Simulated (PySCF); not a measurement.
Compound: 6-chloro-2-hydroxypyridine, C₅H₄ClNO.
SMILES: `n1c(cccc1Cl)O`

Torsions of this conformer, `[OH:1][c:2]1[cH:3][cH:4][cH:5][c:6]([Cl:7])[n:8]1`: H–O1–C2–C3 180°.

The closed-shell ground state was solved at several levels (PySCF, density fitting, gas phase, non-relativistic). Isolated species at its PBE0-D3(BJ)/def2-TZVP geometry (one conformer only).

```
         level  basis functions  total energy (Eh)  HOMO (eV)  LUMO (eV)  gap (eV)  dipole (D)
  KT3/pcSseg-2              351          -791.3345      -6.06      -1.93      4.13        1.77
B97-2/pcSseg-2              351          -783.1874      -6.85      -1.14      5.71        1.88
 PBE0/pcSseg-2              351          -782.7522      -7.10      -1.11      5.99        1.88
```

Task: Estimate the row for wB97X-D/pcSseg-2, a basis of 351 functions; the other rows only guide the guess.

Result: Total energy -783.1528 Eh, HOMO -8.83 eV, LUMO 0.64 eV, gap 9.47 eV, dipole 1.96 D.

Task: Over all these levels, which gives the widest orbital gap and which the narrowest?

Result: wB97X-D/pcSseg-2 (range-separated hybrid) has the widest, 9.47 eV, and KT3/pcSseg-2 (GGA) the narrowest, 4.13 eV. From the narrowest to the widest the HOMO moves by -2.77 eV and the LUMO by +2.57 eV.

Task: In the pcSseg-2 basis, how does the gap go with the fixed share of exact exchange?

Result: KT3 (0 %) 4.13 eV; B97-2 (21 %) 5.71 eV; PBE0 (25 %) 5.99 eV. Each rise in the share widens the gap here.

Task: How far do the dipole and the HOMO energy spread over the levels?

Result: The dipole runs from 1.77 to 1.96 D (mean 1.87 D) and the HOMO from -8.83 to -6.06 eV.

Note: wB97X-D ran without an empirical dispersion term, which enters the total energy and its gradient alone.
